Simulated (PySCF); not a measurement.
Calculation: TPSSh-D3(BJ)/def2-TZVP // BP86-D3(BJ)/def2-SVP in PySCF. All species are isolated molecules in the gas phase. One relaxed conformer stands for a flexible species; it need not be the lowest. 

Reference species: [W(=O)2(OH)2] (neutral, multiplicity 1).

```
Item                                     Result
-------------------------------------  --------
coordination number                           4
charge on the central atom (Mulliken)    1.56 e
HOMO–LUMO gap                           5.58 eV
LUMO                                   -2.32 eV
```

After one change: the coordination number increases by 1; the charge on the central atom (Mulliken) rises by 0.14 e; the HOMO–LUMO gap drops by 1.55 eV; the LUMO falls by 1.96 eV.

### Question
What was changed between the two runs? The new species is one of these.
A) [Mo(=O)2(OH)2]
B) [Hf(OH)4]
C) [V(=O)(OH)3]
D) [Mo(=O)(OH)4]

### Answer
D, [Mo(=O)(OH)4]
